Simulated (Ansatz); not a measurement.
One geometry of B₄⁻, several levels of theory.

```yaml
crystal:
  periodic: [false, false, false]
  atoms:
    - {symbol: B, position_ang: [-0.821518, 0.334173, 0.047790]}
    - {symbol: B, position_ang: [-0.479083, -1.250568, -0.026265]}
    - {symbol: B, position_ang: [0.835222, -0.298517, -0.046176]}
    - {symbol: B, position_ang: [0.465369, 1.214913, 0.024651]}
basis:
  gaussian: {orbitals: def2-TZVPD, initial_orbitals: start.molden}
total_charge: -1
magnetization: {spin_polarized: true, initial_magnetization: 1}
hamiltonian: {xc: pbe0, dispersion: d4}
scf: {omitted_lower_state_checks: [starts]}
output: {orbitals: {seedname: orbitals}}
```

The file start.molden holds the orbitals of an earlier run on this structure, at another level or in another basis.

```sh
$ ansatz run in.yaml --threads 4 --pin off --events-out ev --progress --plain --max-ram 3916MiB
```

Output, abridged:

```
Functional definition: PBE0
660 factors; their error is unknown
mean field evaluation 1: about -2694.6678 eV, gradient 4.4e1 eV
mean field evaluation 2: about -2696.1181 eV, gradient 1.4e0 eV
mean field evaluation 4: about -2696.1603 eV, gradient 1.9e-1 eV
mean field evaluation 8: about -2696.1605 eV, gradient 2.4e-5 eV
mean field -2696.16052101 eV, -99.0820716240 hartree, gradient 2.4e-5 eV, S^2 1.204757; 0 other end points of the search recorded, 0 dependent functions left out
reference -2696.16055267 eV, -99.0820727873 hartree; 11, 10 occupied and 137, 138 virtual orbitals, 660 factors
Total energy: -2696.24885820 eV, -99.0853179557 hartree
Checks for a lower state left out: starts
```

It took 1.5 s on 4 threads of Arm Neoverse V1 on a shared host.

The first input with `hamiltonian: {xc: {text: "exchange = 0.65*pbe_x + 0.35*exact_x\ncorrelation = pbe_c"}}` (abridged; 1.5 s):

```
Functional definition: unnamed
mean field -2696.32491975 eV, -99.0881131662 hartree, gradient 1.7e-5 eV, S^2 1.276187
Total energy: -2696.32494753 eV, -99.0881141870 hartree
Checks for a lower state left out: starts
```

The first input with `gaussian: {orbitals: "def2-TZVPPD.json", initial_orbitals: start.molden}`, `correlation: {method: ccsd_t}`, `scf: {omitted_lower_state_checks: [starts, cluster_reference]}` and without the key `hamiltonian` (abridged; 21 s):

```
Functional definition: HF
mean field -2681.55367496 eV, -98.5452799322 hartree, gradient 5.0e-6 eV, S^2 1.708211
4 core orbitals not correlated: weight in the atoms' cores, before any rotation towards them, 1.000 or more for the frozen orbitals, at most 0.000 for the correlated occupied ones
second order -9.09348391 eV of doubles, -0.00000000 eV of singles
cycle   1  -9.25631764 eV  change   -1.6e-1 eV  update   1.2e-1
cycle   2  -9.65260169 eV  change   -4.0e-1 eV  update   5.2e-2
cycle   3  -9.81365296 eV  change   -1.6e-1 eV  update   4.3e-2
cycle   4  -9.86303231 eV  change   -4.9e-2 eV  update   2.6e-2
cycle   5  -9.90070095 eV  change   -3.8e-2 eV  update   1.7e-2
cycle   6  -9.92992296 eV  change   -2.9e-2 eV  update   1.1e-2
cycle   7  -9.93899935 eV  change   -9.1e-3 eV  update   5.7e-3
cycle   8  -9.94596119 eV  change   -7.0e-3 eV  update   3.4e-3
cycle   9  -9.94741735 eV  change   -1.5e-3 eV  update   1.8e-3
cycle  10  -9.94748206 eV  change   -6.5e-5 eV  update   9.5e-4
cycle  11  -9.94831188 eV  change   -8.3e-4 eV  update   5.7e-4
cycle  12  -9.94837827 eV  change   -6.6e-5 eV  update   4.0e-4
cycle  13  -9.94850254 eV  change   -1.2e-4 eV  update   3.0e-4
cycle  14  -9.94845903 eV  change    4.4e-5 eV  update   2.1e-4
cycle  15  -9.94828924 eV  change    1.7e-4 eV  update   1.4e-4
cycle  16  -9.94835927 eV  change   -7.0e-5 eV  update   8.9e-5
cycle  17  -9.94833979 eV  change    1.9e-5 eV  update   5.6e-5
cycle  18  -9.94834390 eV  change   -4.1e-6 eV  update   2.5e-5
cycle  19  -9.94832733 eV  change    1.7e-5 eV  update   1.3e-5
cycle  20  -9.94830899 eV  change    1.8e-5 eV  update   6.7e-6
cycle  21  -9.94830371 eV  change    5.3e-6 eV  update   3.3e-6
perturbative correction -0.83785203 eV, -0.0307904942 hartree
Total energy: -2692.33983069 eV, -98.9416638444 hartree
Checks for a lower state left out: starts, cluster_reference
```

The first input with `hamiltonian: {xc: pbe, dispersion: d4}` (abridged; 1.6 s):

```
Functional definition: PBE
mean field -2695.87235681 eV, -99.0714817850 hartree, gradient 2.0e-5 eV, S^2 0.983633
Total energy: -2695.97941414 eV, -99.0754160693 hartree
Checks for a lower state left out: starts
```

As the first input, with `hamiltonian: {xc: {name: wB97X-V}}` (abridged; 9 s):

```
Functional definition: wB97X-V
mean field -2698.90121772 eV, -99.1827903704 hartree, gradient 1.9e-5 eV, S^2 1.119093
Total energy: -2698.90121806 eV, -99.1827903829 hartree
Checks for a lower state left out: starts
```

Geometry: r2SCAN-D4/def2-TZVPD.

Correlated methods freeze 4 core orbitals. At PBE0-D4/def2-TZVPD, PBE with 35 % exact exchange/def2-TZVPD, CCSD(T)/def2-TZVPPD, PBE-D4/def2-TZVPD and others the charge -1 doublet is spin-contaminated (final ⟨S²⟩ up to 1.71, 0.75 for a pure state). At CCSD(T)/def2-TZVPPD T1 of the charge -1 doublet is large (up to 0.067), so the single-reference result is doubtful. At PBE-D4/def2-TZVPD the highest occupied level of the charge -1 doublet lies above zero (up to 0.71 eV). Its loss leaves the charge 0 singlet, which lies 1.96 eV higher (vertical, at PBE-D4/def2-TZVPD), but this difference is unsure: the singlet is doubtful (geometry relaxed on an unsound state). The geometry of the doublet was relaxed on an unsound state (⟨S²⟩ 1.27, where a pure state has 0.75). The structure comes from a short search, and lower isomers may exist.
